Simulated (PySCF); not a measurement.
C3H4, SMILES C1=CC1.

Coordinates come from a B3LYP-D3(BJ)/def2-TZVP optimisation.

These are SMD-PBE0/6-31G* (PySCF) values and carry that method's errors.

Solvation free energies are E(SMD) − E(gas) at the gas-phase geometry, for 1 M in both phases. In vacuum the dipole moment is 0.52 D.

```json
[
 {"solvent": "water", "ΔG(solv) (kcal/mol)": "-0.3", "its non-electrostatic (CDS) part": "2.1", "dipole (D)": "0.69"},
 {"solvent": "ethylethanoate", "ΔG(solv) (kcal/mol)": "-3.2", "its non-electrostatic (CDS) part": "-1.4", "dipole (D)": "0.65"},
 {"solvent": "diethylether", "ΔG(solv) (kcal/mol)": "-3.3", "its non-electrostatic (CDS) part": "-1.7", "dipole (D)": "0.63"}
]
```
